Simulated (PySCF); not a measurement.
BH₂N. Atoms are numbered in the order given.

```xyz
4

B      0.0000     0.0000     0.6923
N      0.0000     0.0000    -0.5410
H      0.0000     0.0000     1.8591
H      0.0000     0.0000    -1.5332
```

Coordinates come from a B3LYP-D3(BJ)/def2-TZVPD optimisation.

Method: PBE/pcSseg-2 (PySCF).

GIAO shieldings, no solvent; atoms alike by connectivity are averaged. δ = σ(ref) − σ: ¹¹B against BF3 (σ = 83.1 ppm); ¹⁵N against NH3 (σ = 262.8 ppm); ¹H against TMS (σ = 31.47 ppm), references at their B3LYP-D3(BJ)/def2-TZVP geometries, non-relativistic.

Computed chemical shifts:
```json
[
 {"nucleus": "¹¹B", "atoms": "B1", "count": "1", "δ (ppm)": "-19.6"},
 {"nucleus": "¹⁵N", "atoms": "N2", "count": "1", "δ (ppm)": "108.9"},
 {"nucleus": "¹H", "atoms": "H3", "count": "1", "δ (ppm)": "1.54"},
 {"nucleus": "¹H", "atoms": "H4", "count": "1", "δ (ppm)": "1.26"}
]
```
